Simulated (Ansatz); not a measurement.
```yaml
crystal:
  periodic: [false, false, false]
  atoms:
    - {symbol: F, position_ang: [1.319841, 0.005245, 0.458349]}
    - {symbol: C, position_ang: [-0.002076, 0.083180, 0.333709]}
    - {symbol: Cl, position_ang: [-0.732422, -1.487361, 0.453048]}
    - {symbol: I, position_ang: [-0.557921, 1.349320, -1.270762]}
basis:
  gaussian: {orbitals: def2-SVPD}
magnetization: {spin_polarized: true, initial_magnetization: 3}
hamiltonian: {xc: {name: HF}}
correlation: {active_space: {window: {electrons: 2, orbitals: 1}}}
```

```sh
$ ansatz run in.yaml --threads 4 --pin off --events-out ev --progress --plain --max-ram 10444MiB
```

Output, abridged:

```
Error: invalid value for `correlation.active_space`: it starts from restricted Hartree–Fock orbitals; set hamiltonian.xc: hf without magnetization.spin_polarized
```
